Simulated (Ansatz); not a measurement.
Species: C4H12O4Sn, SMILES `C[O][Sn]([O]C)([O]C)[O]C` (charge 0, multiplicity 1).

Q: Give a relaxed geometry from PBE0-D4/def2-SVP run with Ansatz (an electronic-structure program).

A: This is not unique; one that fits is the end point of this relaxation, one of several conformers (outside a Z-matrix the atoms follow the SMILES, hydrogens last).
Z-matrix (Å, degrees):
```
Sn
O 1 1.9657
C 2 1.4064 1 121.22
H 3 1.1025 2 108.01 1 166.03
H 3 1.1048 4 107.84 2 122.38
H 3 1.1060 4 107.60 5 116.24
O 1 1.9657 2 105.91 3 -165.14
C 7 1.4064 1 121.23 2 40.49
H 8 1.1025 7 108.01 1 -166.09
H 8 1.1048 9 107.84 7 -122.38
H 8 1.1060 9 107.60 10 -116.24
O 1 1.9657 2 105.93 3 -40.42
C 12 1.4063 1 121.23 2 165.18
H 13 1.1025 12 108.01 1 -166.07
H 13 1.1048 14 107.84 12 -122.37
H 13 1.1060 14 107.60 15 -116.24
O 1 1.9658 2 116.85 3 77.25
C 17 1.4064 1 121.25 2 77.19
H 18 1.1025 17 108.01 1 166.06
H 18 1.1048 19 107.84 17 122.38
H 18 1.1060 19 107.60 20 116.24
```
